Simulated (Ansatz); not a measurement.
A nudged elastic band was laid between two geometries of FH4NSi + H4Si (12 atoms, charge 0, multiplicity 1).

Level of theory: RHF/6-31G* (Ansatz).

```
movable images  : 5
climbing image  : yes
spring          : 5.0 eV/Å²
optimiser       : quadratic models (default)
start path      : through a guess of the saddle point
force threshold : 0.03 eV/Å
iteration limit : 60
end points      : relaxed
```

Image 0:

```xyz
12
Properties=species:S:1:pos:R:3
Si -0.354 0.805 0.123
N -0.710 0.914 1.783
H -1.561 0.558 2.165
H 0.008 0.974 2.474
H 0.736 1.736 -0.191
H -1.583 1.070 -0.635
F 0.152 -0.646 -0.336
Si 1.987 -3.137 1.252
H 0.580 -3.573 1.196
H 2.526 -2.965 -0.109
H 2.780 -4.164 1.960
H 2.089 -1.867 1.998
```

Image 6:

```xyz
12
Properties=species:S:1:pos:R:3
Si 0.407 -0.316 -0.372
N -0.094 -0.111 2.533
H -0.775 0.626 2.523
H 0.694 0.222 3.057
H 1.011 0.946 0.089
H -1.055 -0.287 -0.197
F 0.651 -0.357 -1.966
Si 1.407 -2.214 0.575
H 0.398 -3.047 1.266
H 2.066 -3.059 -0.446
H 2.433 -1.825 1.569
H -0.493 -0.874 3.048
```

Which bonds break or form, and what moves?

Bonds broken: Si1–N2, Si8–H12. Bonds formed: Si1–Si8, N2–H12. FH4NSi + H4Si becomes FH5Si2 + H3N.

What energy profile does the band end with?

The forces met the threshold. The highest image is number 3 of 0 to 6, 3.30 eV above the first end and 2.55 eV above the last; the last end lies 0.75 eV above the first. Neighbouring images differ by up to 3.0 eV, so the band resolves the path poorly. A vibrational analysis at the climbing image gives 2 clearly imaginary modes (302i, 73i cm⁻¹): a point of higher order. A lower path may pass nearby, or the ends, which weren't checked, may share the extra mode. The orbitals stay closed-shell, which can raise the energy where a bond breaks towards radicals; this wasn't checked here.

```tsv
image	path coordinate (Å)	energy (eV)	Si1–N2 (Å)	Si8–H12 (Å)	Si1–Si8 (Å)
0	0.00	0.00	1.70	1.48	4.72
1	1.64	0.01	1.70	1.48	4.39
2	3.28	0.29	1.70	1.48	3.91
3	4.93	3.30	1.89	2.56	3.25
4	6.97	1.52	2.46	3.02	2.42
5	9.01	0.79	2.97	3.55	2.35
6	11.05	0.75	2.95	3.39	2.35
```

What is the geometry of the highest image?


```xyz
12
Properties=species:S:1:pos:R:3
Si -0.083 0.075 0.078
N -0.105 0.190 1.964
H -1.002 -0.104 2.324
H 0.110 1.103 2.340
H 1.217 0.220 -0.549
H -0.816 1.337 -0.143
F -1.110 -1.027 -0.391
Si 1.673 -2.494 1.013
H 1.020 -3.694 0.395
H 2.888 -2.300 0.149
H 2.275 -3.077 2.262
H 0.581 -0.523 2.237
```

Time of the run: 6.1 min on 1 thread of Arm Neoverse V1 (shared host), peak memory 0.17 GiB.
